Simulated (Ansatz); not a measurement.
A run on C2H6BF2N (`CN(C)B(F)F`) with other settings.

```yaml
crystal:
  periodic: [false, false, false]
  atoms:
    - {symbol: C, position_ang: [-0.671923, -0.885661, -0.767678]}
    - {symbol: N, position_ang: [-0.048423, 0.124956, -0.004098]}
    - {symbol: C, position_ang: [1.074311, -0.247231, 0.806188]}
    - {symbol: B, position_ang: [-0.510695, 1.470584, -0.013932]}
    - {symbol: F, position_ang: [0.114741, 2.383764, 0.836428]}
    - {symbol: F, position_ang: [-1.509283, 1.821256, -0.660612]}
    - {symbol: H, position_ang: [0.015779, -1.298123, -1.452357]}
    - {symbol: H, position_ang: [-1.465796, -0.480195, -1.371290]}
    - {symbol: H, position_ang: [-1.080486, -1.701755, -0.154811]}
    - {symbol: H, position_ang: [1.436940, 0.532167, 1.350777]}
    - {symbol: H, position_ang: [1.949212, -0.732949, 0.217486]}
    - {symbol: H, position_ang: [0.793564, -1.093270, 1.486225]}
basis:
  gaussian: {orbitals: def2-SVP}
total_charge: 1
magnetization: {spin_polarized: true, initial_magnetization: 1}
hamiltonian: {xc: {name: HF}}
correlation: {active_space: {window: {electrons: 6, orbitals: 2}}}
scf: {lower_state_search: off}
output: {forces: true}
```

```sh
$ ansatz run in.yaml --threads 4 --pin off --events-out ev --progress --plain --max-ram 10444MiB
```

Output, abridged:

```
Error: invalid value for `correlation.active_space`: it starts from restricted Hartree–Fock orbitals; set hamiltonian.xc: hf without magnetization.spin_polarized
```
